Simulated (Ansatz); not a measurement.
CH₅FSn, SMILES `F[CH2][SnH3]`. The species carries charge 0 and has multiplicity 1. Sn: def2 effective core potential. The structure was optimised at the PBE0-D4/def2-TZVP level.

```xyz
8

F    -1.494   -0.759    1.185
C    -0.342   -0.988    0.449
Sn    0.358    0.866   -0.433
H    -0.570   -1.722   -0.328
H     0.415   -1.408    1.116
H     0.703    1.985    0.806
H     1.776    0.538   -1.328
H    -0.846    1.489   -1.467
```

Question: What is the dipole moment at B3LYP/def2-TZVPP? (An estimate is asked.)

Answer: The calculation gave: 1.50 D, with components (1.22, -0.51, -0.72) D in this frame, pointing from negative to positive charge.

Question: And with PBE, r2SCAN, ωB97M-V? (Best estimate.)

Answer: Computed: PBE 1.36 D, r2SCAN 1.43 D, ωB97M-V 1.51 D.

Question: Give the Mulliken charges with B3LYP, PBE, r2SCAN in def2-TZVPP. (Estimate.)

Answer: Ansatz gave: 
```json
{"atom": "F1", "B3LYP": "-0.25", "PBE": "-0.20", "r2SCAN": "-0.24"}
{"atom": "C2", "B3LYP": "-0.18", "PBE": "-0.19", "r2SCAN": "-0.09"}
{"atom": "Sn3", "B3LYP": "0.57", "PBE": "0.51", "r2SCAN": "0.53"}
{"atom": "H4", "B3LYP": "0.11", "PBE": "0.11", "r2SCAN": "0.08"}
{"atom": "H5", "B3LYP": "0.11", "PBE": "0.11", "r2SCAN": "0.08"}
{"atom": "H6", "B3LYP": "-0.12", "PBE": "-0.11", "r2SCAN": "-0.12"}
{"atom": "H7", "B3LYP": "-0.13", "PBE": "-0.11", "r2SCAN": "-0.12"}
{"atom": "H8", "B3LYP": "-0.12", "PBE": "-0.11", "r2SCAN": "-0.12"}
```

B3LYP here is the variant with VWN-RPA as its local correlation; programs differ in this.
